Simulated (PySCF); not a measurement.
# Correlation energy of Zn²⁺ (zinc, charge +2)

[Ar] 3d10, closed-shell 1S. Calculation: PySCF 2.14, in def2-SVP (5s3p2d1f, 31 functions); no relativity, point nucleus. Frozen: [Ar]; 10 electrons correlated.

Total MP2 correlation energy: -245.73 mhartree.

Same-spin part -94.29 and opposite-spin part -151.44 mhartree; SCS-MP2 scales them by 1/3 and 6/5 to -213.16 mhartree.

```tsv
level	correlation energy (mhartree)
CCSD	-227.24
(T)	-5.33
CCSD(T)	-232.57
```

Diagnostics: T1 = 0.0063, D1 = 0.0089, largest double amplitude 0.028.

Cost of the coupled-cluster step: 0.14 s of wall time on 1 thread of Neoverse-N1 (shared host), for 10 correlated electrons.

Iterations:

```
CC2 = 0
CCSD nocc = 5, nmo = 22
frozen orbitals [0, 1, 2, 3, 4, 5, 6, 7, 8]
max_cycle = 100
direct = 0
conv_tol = 1e-08
conv_tol_normt = 1e-06
diis_space = 8
diis_start_cycle = 0
Init t2, MP2 energy = -1776.92698625005  E_corr(MP2) -0.245726840918993
Init E_corr(CCSD) = -0.245726840919202
cycle = 1  E_corr(CCSD) = -0.222152091521492  dE = 0.0235747494  norm(t1,t2) = 0.0307341
cycle = 2  E_corr(CCSD) = -0.228645079547548  dE = -0.00649298803  norm(t1,t2) = 0.0103539
cycle = 3  E_corr(CCSD) = -0.227214161050419  dE = 0.0014309185  norm(t1,t2) = 0.00318581
cycle = 4  E_corr(CCSD) = -0.227237920131495  dE = -2.37590811e-05  norm(t1,t2) = 0.000100679
cycle = 5  E_corr(CCSD) = -0.227240616363012  dE = -2.69623152e-06  norm(t1,t2) = 6.85405e-06
cycle = 6  E_corr(CCSD) = -0.22724052992863  dE = 8.64343821e-08  norm(t1,t2) = 9.48122e-07
cycle = 7  E_corr(CCSD) = -0.227240429206342  dE = 1.00722288e-07  norm(t1,t2) = 1.82206e-07
cycle = 8  E_corr(CCSD) = -0.227240432015236  dE = -2.80889395e-09  norm(t1,t2) = 1.56616e-08
CCSD converged
E(CCSD) = -1776.908499841146  E_corr = -0.2272404320152363
CCSD(T) correction = -0.00533359001047989
```
